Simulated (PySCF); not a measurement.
B3H3O3, SMILES B1OBOBO1 (connectivity only; charge and spin as stated), charge +1, multiplicity 2. Geometry: PBE-D3(BJ)/def2-SVP. The multiplicity is an assumed one; no other spin state was optimised.

The numbers are results of PySCF with PBE-D3(BJ)/def2-SVP, not measurements.

Harmonic wavenumbers (cm⁻¹): 114, 202, 254, 325, 491, 647, 728, 780, 813, 820, 855, 914, 930, 949, 1014, 1128, 1251, 1345, 2277, 2379, 2758. Rotational constants (GHz): 6.336, 5.465, 2.934; symmetry number 2.

Q: Work out the zero-point energy and the ideal-gas rigid-rotor harmonic-oscillator thermochemistry at 298.15 K and 1 atm.

A: ZPE = ½ Σ hcν = ½ × 20975 cm⁻¹ = 125.46 kJ/mol. H − E(el) = 143.58 kJ/mol. Entropy in J/(mol K): translation 163.92, rotation 101.19, vibration 45.97, spin 5.76, total 316.85. G − E(el) = 49.11 kJ/mol. Cp = 95.76 J/(mol K). Modes under 150 cm⁻¹ make the vibrational entropy uncertain.
